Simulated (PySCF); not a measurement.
Bonding in `CC[C@H]([SiH3])CS(=O)(=O)Cl`

Species: C4H11ClO2SSi.
Numbering: `[CH3:1][CH2:2][C@H:3]([SiH3:4])[CH2:5][S:6](=[O:7])(=[O:8])[Cl:9]` (hydrogens: H10, H11, H12 on C1; H13, H14 on C2; H15 on C3; H16, H17, H18 on Si4; H19, H20 on C5)

Geometry (GFN2-xTB, Å), atoms numbered from 1 in this order:
```xyz
20
C4H11ClO2SSi angstrom
C     -2.229    0.373   -0.699
C     -1.312   -0.839   -0.787
C      0.048   -0.632   -0.106
Si    -0.049   -0.283    1.782
C      0.853    0.440   -0.807
S      2.429    0.438    0.043
O      3.033   -0.852    0.017
O      2.329    1.123    1.293
Cl     3.561    1.635   -1.156
H     -3.197    0.138   -1.137
H     -2.382    0.659    0.339
H     -1.815    1.221   -1.240
H     -1.801   -1.688   -0.309
H     -1.156   -1.097   -1.839
H      0.610   -1.564   -0.228
H      1.075   -0.883    2.486
H     -0.247    1.144    2.019
H     -1.264   -0.991    2.215
H      1.054    0.226   -1.855
H      0.455    1.442   -0.683
```

Bond orders from the PBE0/pcSseg-1 density (PySCF). Isolated species at its GFN2-xTB geometry (one conformer only).

**Question.** How far do the computed orders between heavy atoms stray from the drawn ones?

**Answer.** The largest departure is 0.276, at S6–O8 (drawn double, 1.724). Drawn single, order below 0.88: C3–Si4 (0.816), C5–S6 (0.873) and S6–Cl9 (0.857).

**Question.** Give the Mayer order of every bond, beside its length.

**Answer.** 
```tsv
bond	drawn as	length (Å)	Mayer order
C1–C2	single	1.523	1.049
C2–C3	single	1.535	1.047
C3–Si4	single	1.923	0.816
C3–C5	single	1.512	0.976
C5–S6	single	1.791	0.873
S6–O7	double	1.425	1.773
S6–O8	double	1.428	1.724
S6–Cl9	single	2.038	0.857
C1–H10	single	1.087	0.967
C1–H11	single	1.088	0.954
C1–H12	single	1.087	0.963
C2–H13	single	1.091	0.948
C2–H14	single	1.094	0.948
C3–H15	single	1.095	0.926
Si4–H16	single	1.455	0.954
Si4–H17	single	1.461	0.950
Si4–H18	single	1.471	0.929
C5–H19	single	1.089	0.915
C5–H20	single	1.085	0.910
```

Bonds between the same two heavy elements. C–C: lowest C3–C5 (0.976, 1.512 Å), highest C1–C2 and C2–C3 (1.049, 1.523 Å); in 2 of the 3 pairs the longer bond (by over 0.003 Å) has the higher order (by 0.02 or more). O–S: lowest S6–O8 (1.724, 1.428 Å), highest S6–O7 (1.773, 1.425 Å). Bonds named together lie within 0.004.

**Question.** Sum the orders of all bonds at each heavy atom with more than one neighbour and set the sums beside the valence in the SMILES.

**Answer.** C1 3.933 (drawn 4), C2 3.992 (drawn 4), C3 3.765 (drawn 4), Si4 3.649 (drawn 4), C5 3.674 (drawn 4), S6 5.227 (drawn 6). Orders between atoms that aren't bonded are not in these sums.

Mayer orders depend on the basis set.
